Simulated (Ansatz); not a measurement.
Te6Mo3. The state is a singlet with charge 0. Geometry PBE-D4/def2-SVP.

```xyz
9

Mo    0.540    1.028   -0.461
Mo   -1.111   -0.497   -1.040
Mo   -0.087   -0.770    1.475
Te    2.036    1.881   -2.481
Te    2.417   -0.142    1.010
Te   -1.841    1.285    0.814
Te   -0.679   -2.898    0.030
Te   -0.543    0.925   -3.238
Te   -0.732   -0.812    3.892
```

In the def2 sets Mo, Te take a core potential; there is no spin–orbit coupling. LC-ωPBE has ω = 0.4 bohr⁻¹. Single mean-field runs in def2-TZVP are fitted with def2-universal-jkfit. The restricted singlet is unstable towards broken spin symmetry in Hartree–Fock (as tested in another run); at PBE-D4/def2-SVP, PBE-D4/def2-TZVP, r2SCAN-D4/def2-TZVP, BHLYP-D4/def2-TZVP and others this wasn't settled.

**Question.** Estimate the orbital energies around the gap (eV) in Ansatz with PBE-D4/def2-SVP, PBE-D4/def2-TZVP, r2SCAN-D4/def2-TZVP, BHLYP-D4/def2-TZVP, LC-ωPBE/def2-TZVP.

**Answer.** 
```tsv
orbital	PBE-D4/def2-SVP	PBE-D4/def2-TZVP	r2SCAN-D4/def2-TZVP	BHLYP-D4/def2-TZVP	LC-ωPBE/def2-TZVP
HOMO−9	-6.76	-6.77	-7.10	-8.75	-10.35
HOMO−8	-6.63	-6.63	-6.94	-8.60	-10.23
HOMO−7	-6.50	-6.49	-6.80	-8.39	-9.95
HOMO−6	-6.28	-6.31	-6.57	-8.01	-9.61
HOMO−5	-6.21	-6.20	-6.47	-7.96	-9.49
HOMO−4	-5.91	-5.93	-6.19	-7.82	-9.34
HOMO−3	-5.73	-5.76	-6.01	-7.61	-9.14
HOMO−2	-5.61	-5.64	-5.85	-7.15	-8.70
HOMO−1	-5.36	-5.39	-5.59	-6.80	-8.21
HOMO	-5.02	-5.05	-5.27	-6.59	-7.98
LUMO	-4.21	-4.24	-4.30	-3.04	-2.12
LUMO+1	-4.02	-4.03	-4.05	-2.65	-1.66
LUMO+2	-3.84	-3.86	-3.89	-2.41	-1.44
LUMO+3	-3.51	-3.54	-3.56	-2.18	-1.16
LUMO+4	-3.38	-3.41	-3.43	-2.07	-1.06
LUMO+5	-3.30	-3.33	-3.31	-1.97	-0.98
```
